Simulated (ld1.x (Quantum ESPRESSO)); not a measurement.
## What one change does to a pseudopotential (Be (Z = 4), TM)

* Element: beryllium
* Generator: ld1.x (Quantum ESPRESSO) 7.5
* Type: norm-conserving Troullier–Martins (Kleinman–Bylander form)
* Functional: PBE
* Relativity: scalar-relativistic
* Frozen core: [He]
* Valence charge: 2
* Reference configuration: 2s1.75 2p0.25
* Partial waves: 2s (bound): rc 1.95 bohr; 2p (bound): rc 4.20 bohr
* Local potential: the p channel
* Core correction: a·sin(br)/r model core inside 1.00 bohr

Change: all radii but the core radius scaled by about 1.24 (s 2.42, p 5.22 bohr).

Cutoffs: the cutoffs (Ry, on a coarse ladder) from which the occupation-weighted sum of valence levels, in a spherical-Bessel basis at the reference potential, stays within 10 and 1 mRy of its value at 400 Ry; they do not see the model core or the augmentation charge, which bear on the density cutoff. Errors are all-electron minus pseudo energies relative to the spin-unpolarised reference configuration.

Task: Predict the effect on cutoff, ghosts and configuration errors.

Result: The potential gets softer (10 Ry and 21 Ry → 8 Ry and 12 Ry); of the 6 tests that both files solve, the error grows in 6 and shrinks in 0 by more than 15 % and 0.3 meV (median size 21.2 → 44.4 meV); neither file shows a bound ghost. A larger radius leaves more room for a smooth pseudo-wave, so fewer plane waves are needed. More of the atom is replaced by a form fitted at one configuration, so other configurations suffer.

| quantity | base | changed |
| --- | --- | --- |
| cutoff, loose | 10 Ry | 8 Ry |
| cutoff, tight | 21 Ry | 12 Ry |
| loose cutoff by channel (10 mRy a level) | s 8 Ry, p 6 Ry | s 6 Ry, p 6 Ry |
| bound ghosts | none | none |
| error for 2s2 2p0, meV [ΔE -0.90 eV] | -1.5 | -2.9 |
| error for 2s1 2p0, meV [ΔE 8.65 eV] | +28 | +62 |
| error for 2s1.5 2p0, meV [ΔE 2.86 eV] | +8.4 | +22 |
| error for 2s0 2p1, meV [ΔE 12.56 eV] | -189 | -374 |
| error for 2s0 2p2, meV [ΔE 6.35 eV] | -80 | -154 |
| error for 2s1 2p1, meV [ΔE 2.71 eV] | -14 | -27 |
